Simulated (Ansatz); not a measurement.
Job for Ansatz (a first-principles code): R-B97M-V/def2-TZVPPD on AlH3 (SMILES [AlH3]) with ghost functions. Files ending in .json are basis or fitting sets from the Basis Set Exchange.

Ansatz 0.2 input:
```yaml
crystal:
  periodic: [false, false, false]
  atoms:
    - {symbol: Al, position_ang: [-0.32761636, 0.59589039, 1.67060197]}
    - {symbol: H, position_ang: [-0.75494524, -0.86569892, 1.18550596]}
    - {symbol: H, position_ang: [0.92990965, 1.27227927, 0.95262748]}
    - {symbol: H, position_ang: [-1.49152111, 1.56324468, 2.18414292]}
basis:
  gaussian:
    orbitals: def2-TZVPPD.json
    ghost_atoms:
      - {symbol: C, position_ang: [-0.38378965, -0.55512101, 4.42810936]}
      - {symbol: N, position_ang: [0.53366078, 0.11412890, 3.47663392]}
      - {symbol: H, position_ang: [-1.23014283, 0.10311917, 4.61247149]}
      - {symbol: H, position_ang: [0.10734470, -0.79405169, 5.37215337]}
      - {symbol: H, position_ang: [-0.75344252, -1.46840119, 3.96674293]}
      - {symbol: H, position_ang: [0.90000968, 0.96987042, 3.88515529]}
      - {symbol: H, position_ang: [1.33852584, -0.47800178, 3.28960817]}
hamiltonian:
  xc: {name: B97M-V}
scf: {lower_state_search: off}
```

The log:

```
WARN ansatz: RAYON_NUM_THREADS=1 ignored (pool sized by the plan → 1); use --threads N
Functional definition: B97M-V
these checks for a lower state are left out or cut short: stability, starts, cluster_reference, orbital_swaps, neighbouring_geometries, increment
integrals: 0.18 GiB planned
1071 factors; their error is unknown
mean field: 1.41 GiB planned
mean field evaluation 1: about -6642.7510 eV, gradient 1.3e1 eV
mean field evaluation 2: about -6643.3414 eV, gradient 7.3e0 eV
mean field evaluation 4: about -6643.5484 eV, gradient 1.4e-1 eV
mean field evaluation 8: about -6643.5451 eV, gradient 1.4e-1 eV
mean field evaluation 16: about -6643.5451 eV, gradient 2.5e-6 eV
mean field -6643.54507907 eV, -244.1457784991 hartree, gradient 2.5e-6 eV, S^2 0.000000; 0 other end points of the search recorded, 0 dependent functions left out
reference -6643.54514992 eV, -244.1457811028 hartree; 8, 8 occupied and 250, 250 virtual orbitals, 1071 factors
Total energy: -6643.54514992 eV, -244.1457811028 hartree
Checks for a lower state left out: stability, starts, cluster_reference, orbital_swaps, neighbouring_geometries, increment
```

The run converged.

Cost: roughly 10 core-seconds.
